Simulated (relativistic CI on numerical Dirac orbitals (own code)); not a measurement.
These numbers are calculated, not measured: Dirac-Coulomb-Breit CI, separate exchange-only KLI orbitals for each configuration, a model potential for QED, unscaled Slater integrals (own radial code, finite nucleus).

Configuration list: 1s2, 1s 2s, 1s 2p, 1s 3s, 1s 3p, 1s 3d, 1s 4s, 1s 4p, 1s 4d, 1s 4f, 1s 5s, 1s 5p, 1s 5d, 1s 5f, 1s 5g, 1s 6s, 1s 6p, 1s 6d. Levels of other configurations are missing.

At this charge energies of transitions that change n are usually good to better than 1 %, and those within a shell (Δn = 0) to a few per cent.

Outline of the computed level scheme of Sr XXXVII. Lowest level of each configuration: 1s2 1S_0 at 0.0 eV; 1s 2s 3S_1 at 14510.4 eV; 1s 2p 3P°_0 at 14558.3 eV; 1s 3s 3S_1 at 17216.5 eV; 1s 3p 3P°_0 at 17229.7 eV; 1s 3d 3D_2 at 17261.1 eV; 1s 4s 3S_1 at 18154.1 eV; 1s 4p 3P°_0 at 18159.5 eV; 1s 4d 3D_2 at 18172.7 eV.

Some strong electric-dipole decays among the lowest 27 levels: 1s 2p 1P°_1 → 1s2 1S_0 (1.9e+15 s⁻¹); 1s 2p 3P°_1 → 1s2 1S_0 (5.3e+14 s⁻¹); 1s 3p 1P°_1 → 1s2 1S_0 (5.1e+14 s⁻¹); 1s 4p 1P°_1 → 1s2 1S_0 (2.1e+14 s⁻¹); 1s 3p 3P°_1 → 1s2 1S_0 (1.5e+14 s⁻¹); 1s 3d 3D_3 → 1s 2p 3P°_2 (1.2e+14 s⁻¹); 1s 3d 1D_2 → 1s 2p 1P°_1 (1.1e+14 s⁻¹); 1s 3d 3D_2 → 1s 2p 3P°_1 (1.0e+14 s⁻¹).

LS names give the leading component of a level, which can be under half, so a name can repeat, a term be missing and a line seem to break the LS rules.
